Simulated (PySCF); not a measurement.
# Reading the logs of faulty runs: CGeH6NSi cation

All numbers below are calculated, not measured. The program is PySCF 2.14.0, an open-source quantum chemistry code, run on an isolated molecule that a program drew, which may never have been made. The molecule is CGeH6NSi cation (charge +1, singlet), drawn as the SMILES string `C=[Si](N)[GeH2+]`.

Each row is a Hartree-Fock (HF) and frozen-core CCSD(T) single point in the cc-pV(D+d)Z basis, meant for a local HF minimum. Run 1 is clean. Each other run has one planted mistake out of seven kinds, and not every kind appears here: one electron removed, one electron added, multiplicity raised by two, geometry at a saddle point, minimal basis STO-3G, one bond length entered in bohr, all coordinates scaled. The reference is restricted for singlets and unrestricted otherwise, and also for a bond in bohr. Adding or removing an electron swaps singlet and doublet. Electrons count all cores. HOMO and LUMO are orbital energies over both spins, the gradient is its largest component, and the lowest frequency (negative if imaginary) is given only where the gradient is small. Bond lengths are over the 9 bonds as drawn. T1 is the CCSD diagnostic: over 0.02 (restricted) or 0.045 (unrestricted) a single reference is doubtful. Germanium has the cc-pVDZ-PP basis, with a core potential (ECP10MDF) in place of its 10 inner electrons, and its 3s, 3p and 3d shells are frozen in CCSD(T).

Geometry of the clean run:
```xyz
10
CGeH6NSi cation, angstrom
C    -1.6823    3.0162    2.9061
Si   -0.4537    2.3614    1.9090
N     0.6876    1.1549    2.1075
Ge   -0.5933    3.5509   -0.0744
H    -2.3145    3.8194    2.5425
H    -1.8990    2.6873    3.9177
H     0.4701    0.1804    2.0037
H     1.5508    1.3007    2.5988
H    -1.6412    4.6389   -0.2194
H     0.2733    3.3706   -1.3071
```

| run | electrons | basis functions | <S^2> | HOMO (eV) | LUMO (eV) | gradient (hartree/bohr) | lowest frequency (cm^-1) | mean bond (Å) | longest bond (Å) | T1 | HF (hartree) | CCSD(T) (hartree) | mistake |
|---|---|---|---|---|---|---|---|---|---|---|---|---|---|
| 1 | 64 | 104 | 0.000 | -13.31 | -5.52 | 9.7e-06 | 76 | 1.4351 | 2.317 | 0.0171 | -677.83232 | -678.38028 | no fault |
| 2 | 64 | 104 | 2.018 | -12.49 | -5.65 | 6.4e-02 | - | 1.4351 | 2.317 | 0.0131 | -677.82364 | -678.32831 | multiplicity raised by two |
| 3 | 64 | 104 | 0.000 | -12.86 | -5.62 | 1.9e-05 | -176 | 1.4320 | 2.309 | 0.0236 | -677.83058 | -678.38205 | geometry at a saddle point |
| 4 | 65 | 104 | 1.011 | -7.17 | 1.71 | 3.4e-02 | - | 1.4351 | 2.317 | 0.0333 | -678.06895 | -678.61724 | ? |
| 5 | 63 | 104 | 0.756 | -21.16 | -11.76 | 4.8e-02 | - | 1.4351 | 2.317 | 0.0139 | -677.38915 | -677.87921 | ? |

**Which mistake was planted in run 4, and what did it cost?**

It counts 65 electrons, one more than the clean run, at the same geometry and basis. So the mistake is: one electron added. Subtracting run 1 and multiplying by 627.51 kcal/mol a hartree, the energy moved by -148.5 kcal/mol in HF and -148.7 kcal/mol in CCSD(T).

**Which mistake was planted in run 5, and what did it cost?**

It counts 63 electrons, one fewer than the clean run, at the same geometry and basis. So the mistake is: one electron removed. Subtracting run 1 and multiplying by 627.51 kcal/mol a hartree, the energy moved by 278.1 kcal/mol in HF and 314.4 kcal/mol in CCSD(T).

Cautions from the logs. Run 3: T1 is over the limit, so its CCSD(T) energy is less reliable.
